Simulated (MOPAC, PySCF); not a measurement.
H10Si4, SMILES `[SiH3][SiH2][SiH2][SiH3]` (Si–Si–Si–Si torsion 57°), neutral singlet in the gas phase. 

Z-matrix (Å, degrees):
```
Si
H 1 1.4858
H 1 1.4859 2 108.16
Si 1 2.3443 2 109.29 3 119.71
H 4 1.4829 1 109.63 2 57.48
H 4 1.4832 5 108.79 1 122.17
H 4 1.4833 5 108.48 6 118.14
Si 1 2.3444 2 109.02 3 -120.61
H 8 1.4858 1 109.01 2 177.71
H 8 1.4859 9 108.16 1 120.61
Si 8 2.3443 9 109.30 10 119.71
H 11 1.4829 8 109.64 9 57.48
H 11 1.4832 12 108.79 5 172.77
H 11 1.4833 12 108.48 13 118.14
```
Charge 0, spin multiplicity 1.

All levels are single points at this geometry (B3LYP-D3(BJ)/def2-TZVP); Pople sets use spherical d functions. Orbital energies aren't observables, and empty levels follow the basis.

B3LYP/3-21G in PySCF gives HOMO (eV) = -7.85.

### Question
Estimate the HOMO (eV) from each of these levels: B3LYP-D3(BJ)/def2-TZVP in PySCF; B3LYP/6-31G* in PySCF; AM1 in MOPAC; PM6 in MOPAC; PM7 in MOPAC.

### Answer

| level | HOMO (eV) |
|---|---|
| B3LYP-D3(BJ)/def2-TZVP in PySCF | -7.69 |
| B3LYP/6-31G* in PySCF | -7.60 |
| AM1 in MOPAC | -10.56 |
| PM6 in MOPAC | -8.56 |
| PM7 in MOPAC | -10.34 |
